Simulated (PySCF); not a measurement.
(F)3Si-O-SiH3.
Geometry (PBE0-D3(BJ)/def2-SVP, Å), atoms numbered from 1 in this order:
```xyz
9
F3H3OSi2 angstrom
Si     0.0466    1.4135   -0.6562
F      1.4862    1.7063   -1.2768
F     -0.9661    1.1696   -1.8656
F     -0.4255    2.7197    0.1236
O      0.0888    0.1523    0.3310
Si    -0.0053   -1.4644    0.7394
H      0.7302   -1.6505    2.0179
H     -1.4377   -1.8358    0.9028
H      0.6156   -2.2801   -0.3417
```

A calculation gives these core lines: O 1s: 539.33 eV; F 1s: 693.61 eV; Si 1s: 1848.40 (area 1), 1851.27 (area 1) eV; Si 2p3/2: 108.48 (area 1), 110.79 (area 1) eV.

Computed, not measured: PySCF 2.14.0, delta-SCF UKS SCAN, pcX-2 on the ionised atom, pcseg-1 elsewhere, spin-free X2C. Geometry: PBE0-D3(BJ)/def2-SVP; no solvent, vibrations or thermal averaging.

Problem. Order the silicon atoms by Si 1s binding energy.

Solution. 1848.40 eV: Si6 (silicon bonded to O and 3 H); 1851.27 eV: Si1 (silicon bonded to 3 F and O). The listed Si 1s values span 2.87 eV, from Si6 (bonded to O and 3 H) to Si1 (bonded to 3 F and O).

Problem. Which silicon gives which Si 2p3/2 line?

Solution. 108.48 eV: Si6 (silicon bonded to O and 3 H); 110.79 eV: Si1 (silicon bonded to 3 F and O). The listed Si 2p3/2 values span 2.31 eV, from Si6 (bonded to O and 3 H) to Si1 (bonded to 3 F and O).

Bonded neighbours of each site: Si1: 3 F and O; F2/F3/F4: Si; O5: 2 Si; Si6: O and 3 H.

Problem. Which photon energy gives electrons from Si 1s of Si1 a kinetic energy of 150 eV, and what is their de Broglie wavelength?

Solution. hν = 1851.27 + 150 = 2001.27 eV, recoil neglected; λ = 12.264 Å/√(E/eV) = 1.00 Å.

Topologically equivalent atoms share the value of their first member; where this conformer doesn't relate them by symmetry, their own values could differ. The 2p values aren't plain energy differences: one relaxed spin-free 2p hole is combined with a matrix within the shell (ground-state 2p orbital-energy differences and spin–orbit coupling). 2p3/2, the mean of its two sublevels, lies a third of the splitting below the shell's mean and 2p1/2 two thirds above it; the statistical areas are 2:1. 2p1/2 minus 2p3/2 (ligand field included): Si 0.63 eV.
